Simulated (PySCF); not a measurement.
C2H6BClFN. Atoms are numbered in the order given.

```xyz
12

B     -0.4629     0.3201     0.0000
F     -1.7973     0.3843     0.0000
Cl     0.4160     1.8711     0.0000
N      0.1874    -0.9160     0.0000
C     -0.5668    -2.1599     0.0000
C      1.6270    -1.0944     0.0000
H     -0.3249    -2.7662    -0.8916
H     -0.3249    -2.7662     0.8916
H     -1.6438    -1.9543     0.0000
H      1.9521    -1.6609     0.8913
H      1.9521    -1.6609    -0.8913
H      2.1340    -0.1228     0.0000
```

Geometry optimised at B3LYP-D3(BJ)/def2-SVP. The values are those of a single conformer.

All values below come from PBE/pcSseg-1 (PySCF).

GIAO shieldings, no solvent; atoms listed in one row are averaged. δ = σ(ref) − σ: ¹¹B against BF3 (σ = 83.9 ppm); ¹⁹F against CFCl3 (σ = 133.6 ppm); ³⁵Cl against HCl (σ = 936.5 ppm); ¹⁵N against NH3 (σ = 267.0 ppm); ¹³C against TMS (σ = 182.0 ppm); ¹H against TMS (σ = 31.49 ppm), references at their B3LYP-D3(BJ)/def2-TZVP geometries, non-relativistic (without spin–orbit terms, shifts of atoms bonded to Cl or Br come out too high).

```tsv
nucleus	atoms	count	δ (ppm)
¹¹B	B1	1	12.5
¹⁹F	F2	1	-121.5
³⁵Cl	Cl3	1	64.2
¹⁵N	N4	1	103.5
¹³C	C6	1	42.8
¹³C	C5	1	40.3
¹H	H7, H8, H9, H10, H11, H12	6	3.10
```
